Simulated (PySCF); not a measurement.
## A thermochemical cycle for CdI

PBE in PySCF with def2-SVP on every atom (core potentials on Cd, I), for the lowest determinant that a PBE0 search found; no spin–orbit coupling. CdI, a doublet (σ ↑), has De = 1.23 eV to neutral atoms, and CdI⁺, a singlet (closed shell), has De = 2.12 eV to Cd⁺ + I.

At the same level the Cd atom ionises at 9.09 eV.

What is the adiabatic ionisation energy of the molecule, and does ionisation strengthen or weaken the bond?

IE = IE(Cd) + De(neutral) − De(ion) = 9.09 + 1.23 − 2.12 = 8.20 eV. De changes by +0.89 eV, so ionisation strengthens the bond.

These are scalar-relativistic numbers at best; spin–orbit coupling would shift them, the dissociation energy most. For an ion De counts to the pair picked by the measured ionisation energies or electron affinities, which need not be the lowest pair at this level. States were picked by a PBE0 search and need not be the measured ground states.
